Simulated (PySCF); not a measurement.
Simulation results for CH₆AlBO, AlBF₂H₂, AlBFH₂O

All values are calculated (PySCF 2.14.0). Calculation on a computer-drawn molecule: the log of a Hartree-Fock and frozen-core CCSD(T) single point meant for a local Hartree-Fock minimum, with one planted fault or none, to be diagnosed. Offsets are logged minus clean, where the clean run is the same molecule without the fault. The reference is restricted for singlets and unrestricted otherwise, and also for a bond in bohr or an excited solution. Adding or removing an electron swaps singlet and doublet. The excited solution moves the top pair (singlet) or top alpha electron (doublet) to the lowest empty orbital. Highest occupied and lowest empty are orbital energies over both spins, largest force is the largest gradient component, triples share is (T) over the correlation energy, the T1 limit is 0.02 restricted and 0.045 unrestricted, electrons count all cores, a negative frequency is imaginary (commonest isotopes), and the dipole is about the centre of nuclear charge.

Common to all runs: meant multiplicity 1; logged SCF converged yes; logged CC converged yes; logged SCF stable within its kind yes; possible faults no fault, one electron removed, one electron added, multiplicity raised by two, geometry at a saddle point, SCF held on an excited solution, minimal basis STO-3G, one bond length entered in bohr, all coordinates scaled.

(1) CH₆AlBO

Logged structure:
```xyz
10
CH6AlBO
B      1.1219     3.1068     1.4703
Al     0.9957     1.5121     2.9553
O      0.3035     0.0218     2.4552
C     -0.0099    -1.2593     2.9694
H      0.2243     3.9253     1.3033
H      2.0970     3.2571     0.7425
H      1.5031     1.6304     4.4858
H      0.2712    -1.3620     4.0436
H     -1.1015    -1.4538     2.8770
H      0.5273    -2.0459     2.3943
```

* meant charge: 0
* meant basis: cc-pV(D+d)Z
* logged electrons: 38
* logged basis functions: 95
* logged spin squared: 0
* logged highest occupied: -10.143 eV
* logged lowest empty: 1.4089 eV
* logged largest force: 0.013406 hartree/bohr
* logged T1 diagnostic: 0.013732
* logged D1 diagnostic: 0.048233
* logged triples share: 0.023682
* logged dipole magnitude: 0.59561 debye
* logged energy HF: -382.82705 hartree
* logged energy CCSD(T): -383.36399 hartree
* planted fault: all coordinates scaled, by +1.8 %
* HF energy offset from clean run: 1.712 kcal/mol
* CCSD(T) energy offset from clean run: -0.2081 kcal/mol

Drawn bonds:
```csv
atom,other atom,order
1,2,1
2,3,1
3,4,1
1,5,1
1,6,1
2,7,1
4,8,1
4,9,1
4,10,1
```

(2) AlBF₂H₂

Logged structure:
```xyz
6
AlBF2H2
B      1.0299    -1.5993     1.2603
Al     0.7244    -2.5113    -0.6370
F     -0.6571    -2.2785    -1.5082
F      1.8545    -3.4947    -1.3279
H      1.5397    -0.5184     1.3659
H      0.7016    -2.1391     2.2802
```

* meant charge: 0
* meant basis: cc-pV(D+d)Z
* logged electrons: 38
* logged basis functions: 26
* logged spin squared: 0
* logged highest occupied: -8.0961 eV
* logged lowest empty: 6.6969 eV
* logged largest force: 0.026778 hartree/bohr
* logged T1 diagnostic: 0.015292
* logged D1 diagnostic: 0.057581
* logged triples share: 0.051558
* logged dipole magnitude: 0.86031 debye
* logged energy HF: -460.67041 hartree
* logged energy CCSD(T): -460.79028 hartree
* planted fault: minimal basis STO-3G
* HF energy offset from clean run: 3830 kcal/mol
* CCSD(T) energy offset from clean run: 4098 kcal/mol

Drawn bonds:
```csv
atom,other atom,order
1,2,1
2,3,1
2,4,1
1,5,1
1,6,1
```

(3) AlBF₂H₂

Structure as in entry 2.

* meant charge: 0
* meant basis: cc-pV(D+d)Z
* logged electrons: 37
* logged basis functions: 75
* logged spin squared: 0.7554
* logged highest occupied: -21.493 eV
* logged lowest empty: -9.581 eV
* logged largest force: 0.089235 hartree/bohr
* logged T1 diagnostic: 0.021002
* logged D1 diagnostic: 0.091565
* logged triples share: 0.018384
* logged dipole magnitude: 8.9435 debye
* logged energy HF: -466.38655 hartree
* logged energy CCSD(T): -466.91441 hartree
* planted fault: one electron removed
* HF energy offset from clean run: 243.2 kcal/mol
* CCSD(T) energy offset from clean run: 255 kcal/mol

Drawn bonds:
```csv
atom,other atom,order
1,2,1
2,3,1
2,4,1
1,5,1
1,6,1
```

(4) AlBFH₂O

Logged structure:
```xyz
6
AlBFH2O
B      1.2333    -2.2070    -0.4532
Al    -0.3637    -1.2021     0.6168
O     -0.5061     0.3919     0.8432
F     -1.4150    -2.4180     1.1583
H      1.2183    -2.4391    -1.6461
H      2.2691    -2.5830     0.0598
```

- meant charge: -1
- meant basis: aug-cc-pV(D+d)Z
- logged electrons: 37
- logged basis functions: 119
- logged spin squared: 0.7585
- logged highest occupied: -11.201 eV
- logged lowest empty: 0.065663 eV
- logged largest force: 0.10965 hartree/bohr
- logged T1 diagnostic: 0.022677
- logged D1 diagnostic: 0.11108
- logged triples share: 0.023929
- logged dipole magnitude: 1.2342 debye
- logged energy HF: -442.12884 hartree
- logged energy CCSD(T): -442.67451 hartree
- planted fault: one electron removed
- HF energy offset from clean run: 31.46 kcal/mol
- CCSD(T) energy offset from clean run: 76.96 kcal/mol

Drawn bonds:
```csv
atom,other atom,order
1,2,1
2,3,1
2,4,1
1,5,1
1,6,1
```
